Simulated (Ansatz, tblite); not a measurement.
Forces on In9N9H24, a nanocrystal cut from wurtzite InN (hydrogen-capped) at its PBE-D4/def2-SVP geometry. The state is a singlet with charge 0.

In the def2 sets In takes a core potential; there is no spin–orbit coupling. The xTB rows come from tblite. Single mean-field runs in def2-TZVP are fitted with def2-universal-jkfit.

GFN1-xTB (tblite), largest force 0.91 eV/Å:

```xyz
42
positions Å, forces eV/Å
In    1.917    0.842   -3.878   -0.371   -0.136    0.580
N    -0.337    0.604   -4.090   -0.046    0.134   -0.876
N     1.972    0.505   -1.681    0.636    0.134   -0.355
In    1.003    2.135   -0.590   -0.424   -0.723    0.182
In   -1.624    0.168   -2.332    0.415   -0.076    0.808
N    -1.152    1.727   -0.876   -0.288    0.485   -0.239
N     1.318    1.699    1.531    0.486    0.407    0.383
In    0.552    3.336    2.826   -0.163   -0.518   -0.445
In   -2.294    1.390    0.956    0.655   -0.514   -0.370
N    -1.647    2.994    2.351   -0.328    0.647    0.511
In    1.454   -1.559   -1.170   -0.576    0.513    0.377
N    -0.745   -1.601   -1.399   -0.174   -0.444   -0.385
N     1.736   -1.723    0.994    0.582   -0.378    0.259
In    0.748   -0.269    2.298   -0.339    0.082   -0.784
In   -1.865   -2.112    0.405    0.502    0.741   -0.173
N    -1.381   -0.440    1.724   -0.352   -0.120    0.487
In    1.425   -3.806    1.706   -0.296    0.575   -0.274
N    -0.808   -3.865    1.271   -0.147   -0.830    0.278
H     2.191    2.534   -4.205    0.046   -0.299   -0.109
H     2.563   -0.560   -4.690   -0.029    0.321   -0.012
H    -0.701    1.461   -4.535    0.178   -0.510    0.318
H    -0.509   -0.134   -4.790    0.067    0.414    0.465
H     2.976    0.589   -1.439   -0.373   -0.052    0.042
H     1.411    3.748   -1.107    0.060    0.178   -0.054
H    -3.295    0.040   -2.821   -0.137   -0.003   -0.084
H    -1.540    2.597   -1.278    0.169   -0.285    0.140
H     2.346    1.739    1.656   -0.339   -0.114   -0.126
H     0.907    4.872    2.079   -0.032   -0.154    0.281
H     0.698    2.859    4.498    0.010    0.249   -0.204
H    -4.032    1.387    0.799   -0.157    0.032    0.013
H    -2.033    3.884    1.999    0.212   -0.567    0.160
H    -2.140    2.844    3.244    0.274    0.035   -0.562
H     2.211   -2.798   -2.134    0.099   -0.134   -0.103
H    -0.933   -2.374   -2.060    0.102    0.261    0.226
H     2.749   -1.556    1.138   -0.361    0.064   -0.097
H     0.959   -0.512    4.010    0.039   -0.025    0.190
H    -3.560   -2.471    0.193   -0.144   -0.071   -0.003
H    -1.883   -0.640    2.607    0.207    0.070   -0.286
H     2.106   -4.916    0.545   -0.058    0.050    0.313
H     1.512   -3.835    3.448    0.061   -0.167   -0.269
H    -0.985   -4.670    0.650    0.077    0.525    0.333
H    -1.291   -4.115    2.147    0.254    0.203   -0.535
```

GFN2-xTB (tblite), largest force 0.54 eV/Å:

```
In -0.189 -0.066 0.274
N -0.240 0.030 -0.376
N 0.500 0.072 -0.069
In -0.106 -0.222 0.061
In 0.190 -0.028 0.325
N -0.381 0.324 -0.198
N 0.450 0.162 0.175
In -0.090 -0.248 -0.215
In 0.286 -0.202 -0.143
N -0.350 0.229 0.160
In -0.153 0.162 0.121
N -0.301 -0.329 -0.301
N 0.482 -0.097 0.134
In -0.080 0.028 -0.239
In 0.225 0.297 -0.065
N -0.426 -0.101 0.313
In -0.154 0.273 -0.133
N -0.280 -0.342 0.070
H -0.017 -0.358 0.065
H -0.097 0.308 0.169
H 0.136 -0.257 0.204
H 0.080 0.206 0.278
H -0.362 -0.038 -0.041
H -0.116 -0.320 0.096
H 0.321 0.018 0.136
H 0.162 -0.259 0.129
H -0.355 -0.049 -0.073
H -0.038 -0.317 0.176
H 0.007 0.116 -0.345
H 0.348 -0.031 0.005
H 0.164 -0.308 0.065
H 0.196 -0.006 -0.296
H -0.185 0.240 0.183
H 0.101 0.238 0.207
H -0.359 -0.016 -0.067
H -0.077 0.044 -0.342
H 0.331 0.109 0.027
H 0.196 0.065 -0.259
H -0.106 0.231 0.261
H 0.022 -0.002 -0.364
H 0.089 0.303 0.162
H 0.178 0.142 -0.273
```

PBE0-D4/def2-TZVP (Ansatz), largest force 0.63 eV/Å:

```
In -0.149 -0.045 0.176
N -0.265 0.022 -0.336
N 0.227 0.015 0.083
In -0.025 -0.222 0.077
In 0.244 0.022 0.055
N -0.163 0.158 -0.092
N 0.242 -0.012 0.011
In -0.083 -0.166 -0.145
In 0.248 0.013 0.033
N -0.360 0.193 0.130
In -0.074 0.176 0.140
N -0.124 -0.157 -0.141
N 0.233 0.065 0.024
In 0.002 0.037 -0.233
In 0.245 0.036 0.036
N -0.184 -0.047 0.154
In -0.125 0.177 -0.092
N -0.299 -0.302 0.051
H -0.030 -0.219 0.044
H -0.079 0.182 0.107
H 0.231 -0.509 0.278
H 0.117 0.438 0.430
H -0.613 -0.052 -0.147
H -0.054 -0.218 0.070
H 0.227 0.016 0.077
H 0.242 -0.532 0.247
H -0.627 -0.026 -0.077
H -0.041 -0.199 0.097
H -0.013 0.061 -0.216
H 0.240 -0.007 0.015
H 0.248 -0.536 0.204
H 0.312 0.082 -0.535
H -0.101 0.168 0.131
H 0.119 0.473 0.405
H -0.618 -0.101 -0.088
H -0.027 0.033 -0.232
H 0.232 0.058 0.025
H 0.311 0.123 -0.539
H -0.083 0.145 0.151
H -0.006 0.005 -0.225
H 0.121 0.491 0.367
H 0.303 0.161 -0.522
```
